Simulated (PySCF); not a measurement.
Simulation results for FH2O2Si

Computed with PySCF 2.14.0. Calculation on a computer-drawn molecule: optimised geometry and harmonic frequencies of an isolated molecule of the commonest isotopes, restricted reference for singlets and unrestricted otherwise, frozen core in MP2.

FH2O2Si

Start structure:
```xyz
6
FH2O2Si
O     -3.0305     0.0789     0.5281
Si    -1.6024     0.4313     0.0196
O     -0.4548     0.9813     0.9164
F     -1.2334     0.2935    -1.4720
H     -3.8410    -0.3077     0.0888
H     -0.2997     1.2272     1.8623
```

```
charge               : 1
multiplicity         : 1
method               : HF
basis                : cc-pV(D+d)Z
rotational constants : ?
total energy         : ?
```

Drawn bonds:
| atom | other atom | order |
| --- | --- | --- |
| 1 | 2 | 1 |
| 2 | 3 | 1 |
| 2 | 4 | 1 |
| 1 | 5 | 1 |
| 3 | 6 | 1 |

To be estimated
1. What rotational constants does the calculation give for FH2O2Si?
2. Give the missing total energy for FH2O2Si.

## Answers
1. 7.774, 7.569, 3.835 GHz
2. -539.1323 hartree

Further results for FH2O2Si:

```
convergence status largest gradient component : 3.654e-05 hartree/bohr
```

Optimised structure:
```xyz
6
FH2O2Si
O     -2.9871     0.0778     0.5529
Si    -1.5864     0.4451     0.0128
O     -0.4513     0.9909     0.9033
F     -1.2551     0.2764    -1.4827
H     -3.7657    -0.2630     0.1185
H     -0.4162     1.1772     1.8384
```

Modes:
| frequency (cm⁻¹) | reduced mass (dalton) |
| --- | --- |
| 318.2 | 3.638 |
| 335 | 7.289 |
| 391.5 | 8.882 |
| 459.8 | 1.155 |
| 472.8 | 1.142 |
| 674 | 1.358 |
| 695.2 | 1.344 |
| 903.2 | 6.708 |
| 1194 | 11.95 |
| 1276 | 8.474 |
| 4047 | 1.07 |
| 4061 | 1.071 |
